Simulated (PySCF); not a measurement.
A side-by-side comparison of computed properties.

First species: C₇H₇FN₂.
SMILES: `c1(C)nn(c(c1C#C)F)C`

Second species: C6H11ClSi2.
InChI=1S/C6H11ClSi2/c1-2-9(8-5-7)6-3-4-6/h1,6,9H,3-5,8H2/t9-/m1/s1

Levels: PBE0/pcSseg-1 for dipole moment, HOMO energy, LUMO energy and HOMO–LUMO gap; GFN2-xTB for rotational constant A and rotational constant C. Geometries: GFN2-xTB. Each structure is a single optimised conformer of the isolated species, non-relativistic unless stated. Electronic properties by PySCF.

Dipoles, sizes and rotational constants follow the conformer. The torsions of the flexible species, by atom-mapped SMILES:
- `[CH:1]#[C:2][Si@@H:3]([SiH2:4][CH2:5][Cl:6])[CH:7]1[CH2:8][CH2:9]1`: C2–Si3–Si4–C5 -154°, Si3–Si4–C5–Cl6 -55°, C2–Si3–C7–C8 31°

Values for the first species:

```
Dipole moment         : 1.30 D
HOMO energy           : -6.69 eV
LUMO energy           : 0.01 eV
HOMO–LUMO gap         : 6.70 eV
Rotational constant A : 1.977 GHz
Rotational constant C : 0.764 GHz
```

Task: Estimate the same properties for the second species, and the change in each.

Result: 
```json
{"property": "dipole moment", "first": "1.30 D", "second": "1.34 D", "second less first": "+0.04 D"}
{"property": "HOMO energy", "first": "-6.69 eV", "second": "-7.76 eV", "second less first": "-1.07 eV"}
{"property": "LUMO energy", "first": "0.01 eV", "second": "-0.44 eV", "second less first": "-0.45 eV"}
{"property": "HOMO–LUMO gap", "first": "6.70 eV", "second": "7.32 eV", "second less first": "+0.62 eV"}
{"property": "rotational constant A", "first": "1.977 GHz", "second": "1.399 GHz", "second less first": "-0.578 GHz"}
{"property": "rotational constant C", "first": "0.764 GHz", "second": "0.464 GHz", "second less first": "-0.300 GHz"}
```

On the first: In atomic units the dipole is 0.51 e·bohr (1 au = 2.5417 D).

On the second: The dipole equals about 4.5 × 10⁻³⁰ C·m (1 D = 3.33564 × 10⁻³⁰ C·m).
